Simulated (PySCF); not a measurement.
C₃H₃BrF₂, SMILES F[C@@H]1[C@H](F)[C@H]1Br.

Coordinates come from a PBE0-D3(BJ)/def2-SVP optimisation. The structure was generated by enumeration; whether it is a known compound was not checked.

Calculation: ωB97X/def2-TZVP (PySCF).

Gas-phase values at a fixed geometry.

Estimate the frontier levels, gap, dipole moment and polarisability. (The exact figures need the calculation; the answer reports its results.)


```
Item                                                                                                           Result
---------------------------------------------------------------------------------------------  ----------------------
highest occupied level                                                                                      -10.38 eV
lowest empty level                                                                                            1.65 eV
orbital gap                                                                                                  12.03 eV
dipole moment                                                                                                  1.28 D
quadrupole, principal values (traceless, Buckingham form, about the centre of nuclear charge)  -7.41, -0.08, 7.49 D·Å
mean static polarisability                                                                       52.7 bohr³ (7.81 Å³)
polarisability, principal values                                                               44.8, 46.2, 67.1 bohr³
```
